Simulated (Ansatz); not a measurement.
Frontier orbitals of C2H5BCl2 (`BC(C)(Cl)Cl`).

```
atom   x (Å)   y (Å)   z (Å)
  B1  -0.637  -0.581  -1.189
  C2   0.062  -0.407   0.193
  C3   0.673   0.876   0.660
 Cl4  -1.800  -0.394   0.561
 Cl5   0.807  -1.798   0.946
  H6  -0.823   0.405  -1.834
  H7  -0.805  -1.676  -1.623
  H8   1.707   0.900   0.307
  H9   0.679   0.952   1.748
 H10   0.137   1.722   0.231
```

Total charge 0; spin multiplicity 1. Geometry: relaxed with PBE0-D4/def2-TZVP. Basis def2-TZVPP, Ansatz 0.2.0.

```tsv
functional	HOMO (eV)	LUMO (eV)
revPBE	-7.01	-1.96
```

Q: Give HOMO and LUMO (eV) with LDA (SPW92), PBE, BLYP, r2SCAN, B97M-V, PBE0, B3LYP, r2SCANh, r2SCAN0, HSE06 (plane-wave form), BHLYP, CAM-B3LYP, LC-ωPBE, ωB97X-V, ωB97M-V, HF. (An estimate is asked.)

A: Computed: 
```json
{"functional": "LDA (SPW92)", "HOMO": "-7.19", "LUMO": "-2.29"}
{"functional": "PBE", "HOMO": "-7.07", "LUMO": "-2.06"}
{"functional": "BLYP", "HOMO": "-6.95", "LUMO": "-1.92"}
{"functional": "r2SCAN", "HOMO": "-7.37", "LUMO": "-1.82"}
{"functional": "B97M-V", "HOMO": "-7.49", "LUMO": "-1.75"}
{"functional": "PBE0", "HOMO": "-8.41", "LUMO": "-0.97"}
{"functional": "B3LYP", "HOMO": "-8.19", "LUMO": "-1.22"}
{"functional": "r2SCANh", "HOMO": "-7.87", "LUMO": "-1.43"}
{"functional": "r2SCAN0", "HOMO": "-8.61", "LUMO": "-0.84"}
{"functional": "HSE06 (plane-wave form)", "HOMO": "-8.01", "LUMO": "-1.36"}
{"functional": "BHLYP", "HOMO": "-9.65", "LUMO": "0.22"}
{"functional": "CAM-B3LYP", "HOMO": "-9.79", "LUMO": "0.20"}
{"functional": "LC-ωPBE", "HOMO": "-11.15", "LUMO": "1.42"}
{"functional": "ωB97X-V", "HOMO": "-10.80", "LUMO": "1.31"}
{"functional": "ωB97M-V", "HOMO": "-10.65", "LUMO": "1.17"}
{"functional": "HF", "HOMO": "-11.55", "LUMO": "2.79"}
```

B3LYP here is the variant with VWN-RPA as its local correlation; programs differ in this. LC-ωPBE has ω = 0.4 bohr⁻¹. Positive LUMOs are unbound and depend on the basis.
